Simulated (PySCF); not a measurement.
## Electron correlation in Be (beryllium, neutral)

[He] 2p2, high-spin 3P determinant (an excited configuration). Computed with PySCF 2.14 in aug-cc-pVQZ-DK (6s5p4d3f2g, 80 functions), with the spin-free X2C one-electron Hamiltonian (Gaussian nucleus). Frozen: 1s2; 2 electrons correlated.

With two correlated electrons CCSD is exact within the correlated space (frozen core and kept virtual orbitals).

| level | correlation energy (mhartree) |
| --- | --- |
| CCSD | -9.34 |

Diagnostics: T1 = 0.0031, D1 = 0.0044, largest double amplitude 0.053.

Is a single reference adequate?

Yes: T1 lies below 0.03 and no double amplitude reaches 0.07.
